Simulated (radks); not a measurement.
Q: Isoelectronic series with 18 electrons, all held in the configuration [Ar], which need not be the ground one along the series. Method: scalar-relativistic Kohn-Sham, BLYP, spin-polarised, spherical densities, finite nucleus; Fermi nuclear charge, rms radius of each element as measured or else 0.836 A^(1/3) + 0.57 fm; computed with a radial shooting solver on a logarithmic mesh with Libxc functionals. Total energies (hartree) and mean radii <r> (bohr):

ion,E (hartree),3p,3s,2p,2s
Ar,-529.43587,1.669,1.405,0.3768,0.4144
K+,-602.14916,1.429,1.266,0.3506,0.3879
Ca2+,-679.89457,1.259,1.151,0.3278,0.3645
Sc3+,-762.66995,1.130,1.056,0.3077,0.3436
Ti4+,-850.47917,1.027,0.9750,0.2899,0.3250
V5+,-943.32961,0.9430,0.9058,0.2740,0.3082
Cr6+,-1041.23099,0.8723,0.8460,0.2597,0.2930
Mn7+,-1144.19494,0.8118,0.7937,0.2468,0.2791
Fe8+,-1252.23464,0.7596,0.7475,0.2351,0.2665
Co9+,-1365.36443,0.7139,0.7065,0.2245,0.2549
Ni10+,-1483.60007,0.6735,0.6697,0.2147,0.2443
Zn12+,-1735.45541,0.6054,0.6066,0.1975,0.2253
Ga13+,-1869.11164,0.5763,0.5793,0.1899,0.2169
Ge14+,-2007.94598,0.5499,0.5543,0.1828,0.2090
As15+,-2151.97941,0.5259,0.5314,0.1762,0.2017
Se16+,-2301.23295,0.5039,0.5102,0.1701,0.1948
Br17+,-2455.72940,0.4836,0.4907,0.1643,0.1883
Kr18+,-2615.49198,0.4649,0.4725,0.1590,0.1823
Rb19+,-2780.54521,0.4476,0.4557,0.1539,0.1766

Estimate the row of Cu11+.

A: E (hartree) -1606.95766; 3p 0.6376; 3s 0.6366; 2p 0.2058; 2s 0.2344.
